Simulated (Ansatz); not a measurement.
Reactions of CH$_{6}$OSiSn (`C1[O][SnH2][SiH2]1`).

Computed with Ansatz on PBE0-D4/def2-TZVP structures; ΔE is electronic, products minus reactants. CBS: MP2 limit from def2 TZ/QZ plus the TZ coupled-cluster correction, frozen cores. This one scheme is used for every species, atoms too. DFT in def2-TZVPP. Open shells (•) are unrestricted, without spin–orbit coupling. Spin–orbit coupling would lower the free atoms: a little for C, O, Si; strongly for Sn. def2 core potentials past Kr. For Sn outer-core shells are correlated without core-valence functions, so the limit isn't a true one: a few kJ/mol of doubt a bond, and 10 to 20 or more in all where bonds break to atoms. Each species was taken in one conformer, which may not be the lowest.

```
                                         reaction  ωB97M-V (eV)  MP2/CBS(def2) (eV)  CCSD(T)/CBS(def2) (eV)
     `C1[O][SnH2][SiH2]1` → `O=[C]([SiH3])[SnH3]`          0.91                1.14                    1.00
     `C1[O][SnH2][SiH2]1` → `O[SiH]1[CH2][SnH2]1`         -0.89               -1.05                   -0.93
         `C1[O][SnH2][SiH2]1` → `[SnH3][SiH]1CO1`          0.09                0.18                    0.17
`C1[O][SnH2][SiH2]1` → C• + 6 H• + O• + Si• + Sn•         32.23               32.51                   32.43
```

Largest T1 diagnostic: 0.016, for `O=[C]([SiH3])[SnH3]`.
